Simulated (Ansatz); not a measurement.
C3H2BrF, SMILES `FC1=C(Br)C1`, relaxed with RKS PBE-D4/def2-SVP in Ansatz 0.2.0 from a rough embedded geometry. The force threshold is 0.03 eV/Å; the program also tests the step.

Charge 0, multiplicity 1.

Start:

```xyz
7

F    -0.338    1.020   -1.608
C     0.409    0.676   -0.534
C    -0.143    0.525    0.693
Br   -1.814    0.685    1.137
C     0.503   -0.609    0.121
H    -0.118   -1.409   -0.294
H     1.502   -0.887    0.485
```

| step | energy (eV) | largest force (eV/Å) | largest move (Å) |
| --- | --- | --- | --- |
| 1 | -75872.6739 | 3.791 | 0.000 |
| 2 | -75873.2434 | 1.581 | 0.138 |
| 3 | -75873.5847 | 1.271 | 0.195 |
| 4 | -75873.8393 | 1.883 | 0.200 |
| 5 (rejected) | -75873.7571 | 2.564 | 0.198 |
| 6 | -75873.9462 | 0.297 | 0.096 |
| 7 | -75873.9935 | 0.269 | 0.099 |
| 8 | -75874.0031 | 0.152 | 0.050 |
| 9 (rejected) | -75874.0024 | 0.286 | 0.008 |
| 10 | -75874.0037 | 0.030 | 0.004 |
| 11 | -75874.0039 | 0.017 | 0.009 |

End:

```xyz
7

F     0.227    1.235   -1.807
C     0.038    0.548   -0.702
C    -0.570    0.384    0.441
Br   -1.773    0.869    1.754
C     0.479   -0.673    0.041
H     0.138   -1.679   -0.287
H     1.462   -0.685    0.560
```

Run time 13 s (4 threads of an Arm Neoverse V1 on a shared host); peak host memory 0.19 GiB.
